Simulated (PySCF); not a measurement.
H₄P₂, SMILES PP.

The structure is a stationary point at TPSSh-D3(BJ)/def2-TZVP.

Calculation: PBE0/def2-TZVPD run with PySCF.

The molecule is in vacuum.

| Quantity | Value |
|---|---|
| total energy | -684.85724 hartree |
| point group | C2h |
| highest occupied level | -6.91 eV |
| lowest empty level | -0.41 eV |
| orbital gap | 6.50 eV |
| dipole moment | 0.00 D |
| quadrupole, principal values (traceless, Buckingham form, about the centre of nuclear charge) | -5.99, 2.86, 3.14 D·Å |
| mean static polarisability | 58.5 bohr³ (8.66 Å³) |
| polarisability, principal values | 49.7, 50.8, 74.8 bohr³ |
